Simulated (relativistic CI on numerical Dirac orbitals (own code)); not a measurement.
**What each ingredient does to the levels of Ta⁴⁶⁺**

Base calculation: Dirac-Coulomb-Breit CI, orbitals from a KLI potential per configuration, model QED (radiative potential, 1s self-energy scaled to tabulated hydrogen-like ionisation energies), unscaled Slater integrals.

CI space (outside the closed core [Ne]): 3s²3p⁶3d⁹, 3s²3p⁵3d¹⁰, 3s3p⁶3d¹⁰, 3s²3p⁶3d⁸4s, 3s²3p⁶3d⁸4p, 3s²3p⁴3d¹⁰4s, 3s²3p⁶3d⁸4d, 3s²3p⁴3d¹⁰4p, 3s²3p⁵3d⁹4s, 3s²3p⁶3d⁸4f, 3s²3p⁴3d¹⁰4d, 3s3p⁵3d¹⁰4s, 3s²3p⁵3d⁹4p, 3s3p⁵3d¹⁰4p, 3s²3p⁶3d⁷4s², 3s²3p⁵3d⁹4d. Levels of other configurations are missing.

The lowest level and the first level of each name with at least 55 % of one term (blank where a level has no safe partner in the second run):

| Level | Base (eV) | Shift (eV) |
| --- | --- | --- |
| 3s²3p⁶3d⁹ ²D5/2 | 0.00 | 0.00 |
| 3s²3p⁶3d⁹ ²D3/2 | 62.43 | -0.01 |
| 3s²3p⁵3d¹⁰ ²P°3/2 | 438.23 | +0.18 |
| 3s²3p⁵3d¹⁰ ²P°1/2 | 727.11 | +0.23 |
| 3s3p⁶3d¹⁰ ²S1/2 | 961.14 | +0.03 |
| 3s²3p⁶3d⁸4s ⁴F9/2 | 1548.59 | +0.89 |
| 3s²3p⁶3d⁸4s ²F7/2 | 1551.62 | +0.58 |
| 3s²3p⁶3d⁸4s ⁴F7/2 | 1610.23 | +0.99 |
| 3s²3p⁶3d⁸4s ⁴F5/2 | 1610.94 | +0.95 |
| 3s²3p⁶3d⁸4s ²G9/2 | 1625.19 | -0.62 |
| 3s²3p⁶3d⁸4s ²G7/2 | 1625.76 | -0.64 |
| 3s²3p⁶3d⁸4s ²P1/2 | 1626.63 | -0.51 |
| 3s²3p⁶3d⁸4p ²P°1/2 | 1670.47 | -1.48 |
| 3s²3p⁶3d⁸4s ⁴F3/2 | 1677.66 | +0.56 |

At this charge energies of transitions that change n are usually good to better than 1 %, and those within a shell (Δn = 0) to a few per cent.

Q: One thing was changed in a second run, which moved the levels as shown. Which?
A. valence Slater integrals scaled by 0.9
B. Breit term removed
C. configuration mixing switched off
D. QED terms removed

A: A. Valence Slater integrals scaled by 0.9. Scaling acts on the splittings between terms and on the mixing, and leaves the fine structure of pure LS terms nearly alone; in jj coupling it moves the levels of one term differently.

LS names give the leading component of a level, which can be under half, so a name can repeat, a term be missing and a line seem to break the LS rules.
